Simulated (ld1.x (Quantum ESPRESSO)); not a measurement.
**u(r) = r·R(r): atom against pseudo-atom (F (Z = 9))**

Columns: radius, all-electron u(r) and pseudo u(r) of the 2p shell (level -11.40 eV) of fluorine in the configuration [He] 2s1.75 2p5.25; LDA (PZ), scalar-relativistic, RRKJ scheme, ld1.x (Quantum ESPRESSO) 7.5.

| r (bohr) | all-electron | pseudo |
| --- | --- | --- |
| 0.050 | 0.0430 | 0.0191 |
| 0.100 | 0.1392 | 0.0746 |
| 0.150 | 0.2561 | 0.1608 |
| 0.200 | 0.3755 | 0.2693 |
| 0.250 | 0.4875 | 0.3902 |
| 0.300 | 0.5868 | 0.5129 |
| 0.350 | 0.6716 | 0.6282 |
| 0.400 | 0.7415 | 0.7286 |
| 0.450 | 0.7969 | 0.8094 |
| 0.500 | 0.8392 | 0.8687 |
| 0.550 | 0.8696 | 0.9072 |
| 0.600 | 0.8897 | 0.9275 |
| 0.650 | 0.9008 | 0.9334 |
| 0.700 | 0.9045 | 0.9291 |
| 0.750 | 0.9020 | 0.9181 |
| 0.800 | 0.8943 | 0.9033 |
| 0.850 | 0.8825 | 0.8864 |
| 0.900 | 0.8673 | 0.8685 |
| 0.950 | 0.8495 | 0.8496 |
| 1.000 | 0.8297 | 0.8297 |
| 1.050 | 0.8083 | 0.8083 |
| 1.100 | 0.7859 | 0.7859 |
| 1.150 | 0.7627 | 0.7627 |
| 1.200 | 0.7390 | 0.7390 |
| 1.250 | 0.7151 | 0.7151 |
| 1.300 | 0.6911 | 0.6911 |

How many radial nodes do the two functions have?

The all-electron 2p function has n − l − 1 = 0; the pseudo-wave has 0.

At about which radius was the pseudo-wave matched?

1.00 bohr, where the columns begin to agree (steps of 0.05 bohr).

Is the pseudo-wave norm-conserving?

Yes: the RRKJ scheme keeps the norm inside the radius equal to the all-electron one, which fixes the energy derivative of the logarithmic derivative at the level.
